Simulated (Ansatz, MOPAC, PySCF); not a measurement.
Scan of Al2O, singlet: symmetric bend, bond length relaxed. Scanned: Al-O-Al angle. Other coordinates (O-Al bond length) were minimised at B3LYP/def2-TZVP.

Levels: CCSDT/cc-pVDZ = CCSDT on RHF/cc-pVDZ, frozen core (Ansatz, a program for electronic structure); RKS-M06-2X/6-31G* = restricted M06-2X/6-31G*, spherical d in PySCF 2.14.0; AM1, restricted, heats of formation (MOPAC).

Energies in kcal/mol, each method relative to its own lowest point.

```tsv
a / °	CCSDT/cc-pVDZ	RKS-M06-2X/6-31G*	AM1
180	0.0	0.0	0.0
167	0.2	0.2	0.2
157	0.5	0.5	(withheld)
147	1.2	1.1	(withheld)
137	2.3	2.1	2.6
127	4.1	(withheld)	4.3
117	7.0	6.2	6.9
107	11.6	10.3	10.7
97	18.6	16.7	16.6
87	29.4	26.5	27.1
80	40.4	37.4	40.4
```

Q: Some entries are withheld; supply them.

A: 
- 157, AM1: 0.7
- 147, AM1: 1.4
- 127, RKS-M06-2X/6-31G*: 3.6
